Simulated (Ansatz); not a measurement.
Basis sets compared for n-GeGeGeGeSiGeH14 (SiGe5H14). Total charge 0; singlet. Geometry r2SCAN-D4/def2-SVP. Ansatz on 4 threads of Intel Xeon Platinum 8488C on a shared host; times are rough, and most runs start from earlier orbitals.

```xyz
20

Ge   -1.413    2.402   -0.072
Ge    0.963    2.103    0.287
Ge    1.334    0.422    1.993
Ge    1.261   -1.810    1.053
Si   -0.759   -2.228   -0.145
Ge   -0.704   -1.252   -2.317
H    -2.144    1.052    0.008
H    -1.977    3.317    1.029
H    -1.706    3.036   -1.441
H     1.580    3.446    0.722
H     1.664    1.670   -1.013
H     0.236    0.548    3.067
H     2.692    0.642    2.687
H     2.457   -1.974    0.095
H     1.427   -2.848    2.180
H    -0.938   -3.705   -0.315
H    -1.926   -1.709    0.634
H    -0.417    0.257   -2.260
H    -2.041   -1.458   -3.047
H     0.410   -1.913   -3.145
```

Binding counts from free atoms (Ge triplet, Si triplet, H doublet) in the same basis, without a counterpoise term.

```
           level  functions  energy (Eh)  HOMO (eV)  LUMO (eV)  binding per atom (eV)  wall time
 PBE-D4/def2-SVP        248  -10679.8077      -6.62      -1.06                   2.72      3.3 s
PBE0-D4/def2-SVP        248  -10680.1340      -7.64      -0.27                   2.72       10 s
```

(1) Estimate the rows for PBE-D4/def2-TZVP, PBE0-D4/def2-TZVP.

## Answers

(1) 
| level | functions | energy (Eh) | HOMO (eV) | LUMO (eV) | binding per atom (eV) | wall time |
| --- | --- | --- | --- | --- | --- | --- |
| PBE-D4/def2-TZVP | 361 | -10681.2251 | -6.65 | -1.21 | 2.72 | 6.5 s |
| PBE0-D4/def2-TZVP | 361 | -10681.5433 | -7.63 | -0.41 | 2.73 | 18 s |
